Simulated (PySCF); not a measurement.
Cartesian coordinates (Å):
```xyz
6

Y      0.0733    -0.0620     0.0829
F     -0.9080    -1.6430    -0.6732
F      1.7810     0.6961    -0.6543
N     -0.7263     0.8391     1.8489
H     -0.3438     1.6291     2.3730
H     -1.5702     0.5637     2.3560
```
Charge 0, multiplicity 1.

What dipole moment, total energy and LUMO does PBE-D3(BJ)/def2-TZVP // r2SCAN-D4/def2-SVP (PySCF) give?


```
Item                 Result
-------------  ------------
dipole moment        1.95 D
total energy   -294.0476 Ha
LUMO               -2.64 eV
```
